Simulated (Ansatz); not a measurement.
Basis-set extrapolation for CH₇AlO₂Si, SMILES `[OH][AlH][CH2]O[SiH3]` (PBE0-D4/def2-TZVP geometry, frozen core, the Gaussian-basis code of Ansatz). Multiplicity 1, RHF reference.

```
                      def2-TZVPP   def2-QZVPP
                 HF  -722.693387  -722.719562
    MP2 correlation    -0.860641    -0.926413
CCSD(T) correlation    -0.935805      not run
```

Energies in hartree. Use E(X) = E(∞) + A·exp(−7.88·√X) for Hartree–Fock and E(X) = E(∞) + B·X^(−2.97) for correlation, with X = 3 and 4, and add CCSD(T) minus MP2 of the smaller set to the MP2 limit.

Question: What is the CCSD(T) energy at the basis-set limit?

Answer: HF limit: -722.719562 + (-0.026175) × 0.13774 = -722.72317. MP2 limit: -0.926413 + (-0.065772) × 0.74074 = -0.97513. Higher-order term: -0.935805 − (-0.860641) = -0.07516. Total: -723.77346 hartree, 378.8 kJ/mol below CCSD(T)/def2-TZVPP.
